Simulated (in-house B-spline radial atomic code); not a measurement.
## Binding energies in Cl III (Cl2+)

NIST's tabulated ground configuration is [Ne] 3s2 3p3; each binding energy is the energy of the ion with one electron taken from that subshell, relaxed, less that of the parent. Method: Dirac-Hartree-Fock, average of configuration, Fermi nucleus of rms radius 3.3654 fm. Calculated with an all-electron radial atomic-structure program (B-spline basis). Energies include first-order Breit, QED and recoil terms.

```
subshell  X-ray name  binding energy (eV)  -ε (eV)  relaxation (eV)
      1s           K               2863.3   2893.8             27.7
      2s          L1                311.4    318.4              6.9
      3s          M1                51.66    52.43             0.76
      3p        M2,3                37.28    37.90             0.62
```

Relaxation = -ε minus the binding energy without Breit, QED and recoil terms.

Task: What does it cost to remove both a 2s and a 3p electron?

Result: 366.82 eV, which is 18.16 eV more than the two single binding energies together.

Task: What does it cost to remove two 1s electrons?

Result: 5960.2 eV, which is 233.7 eV more than the two single binding energies together.
